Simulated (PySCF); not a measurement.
# Spinor energies of Ce (cerium, neutral)

Start: [Xe] 4f1 5d1 6s2; 4f5/2 filled at m_j = +5/2; 5d3/2 filled at m_j = +3/2. Calculated with PySCF 2.14 in x2c-QZVPPall-2c: generalised Hartree-Fock with the X2C-1e Hamiltonian and a Gaussian nucleus; one run each with spin-orbit coupling (SO) switched off, then screened by Boettger's factors.

```
spinor shell  electrons  ε, spin-free (eV)  ε, screened SO (eV)  weight of nominal j (screened SO)  rms radius, screened SO (bohr)
       1s1/2          2           -40643.7             -40638.0                              1.000                          0.0280
       2s1/2          2            -6617.7              -6615.8                              1.000                           0.114
       2p1/2          2            -5920.1              -6232.4                              1.000                          0.0979
       2p3/2          4            -5920.1              -5782.1                              1.000                           0.104
       3s1/2          2            -1471.5              -1470.7                              1.000                           0.296
       3p1/2          2            -1244.5              -1307.2                              1.000                           0.288
       3p3/2          4            -1244.5              -1216.2                              1.000                           0.301
       3d3/2          4            -922.11              -933.35                              1.000                           0.272
       3d5/2          6            -922.11              -913.64                              1.000                           0.276
       4s1/2          2            -317.48              -317.05                              1.000                           0.676
       4p1/2          2            -240.49              -254.27                              0.999                           0.700
       4p3/2          4            -240.49              -233.88                              0.999                           0.727
       4d3/2          4            -126.36              -129.10                              0.978                           0.796
       4d5/2          6            -126.36              -123.98                              0.985                           0.805
       5s1/2          2            -50.458              -50.216                              1.000                            1.63
       5p1/2          2            -28.759              -31.340                              0.968                            1.84
       5p3/2          4            -28.759              -27.294                              0.983                            1.91
       4f5/2          1            -14.187              -14.118                              1.000                            1.23
       5d3/2          1             -6.666               -6.780                              0.999                            3.08
       6s1/2          2             -5.109               -5.120                              0.780                            4.65
```

```json
{"quantity": "E (hartree)", "spin-free": "-8854.61612", "screened SO": "-8858.49790"}
{"quantity": "M_J", "spin-free": "4", "screened SO": "4"}
{"quantity": "⟨J²⟩", "spin-free": "24.974", "screened SO": "20.066"}
{"quantity": "⟨L²⟩", "spin-free": "32.362", "screened SO": "30.199"}
{"quantity": "⟨S²⟩", "spin-free": "2.616", "screened SO": "2.581"}
```

Each row is a mean over spinors that exchange with the open shell spreads, by up to 6.579 eV (4d3/2).

Rows whose weight is well below 1 are mixtures of j = l ± 1/2: exchange outweighs spin-orbit coupling there, and the label is only the starting occupation.

⟨J²⟩ departs a little from M_J(M_J + 1) because the unrestricted spinors polarise the closed shells.

Breit and QED terms are absent; they matter most for the inner s and p1/2 levels.

Densities and radii are taken from the X2C orbitals without a picture-change correction, which distorts them close to the nucleus.

Without spin-orbit coupling the j labels of p, d and f shells carry no meaning; the spin-free column gives the mean over the occupied spinors of each nl shell, and its ⟨J²⟩ belongs to a mixture of degenerate components.
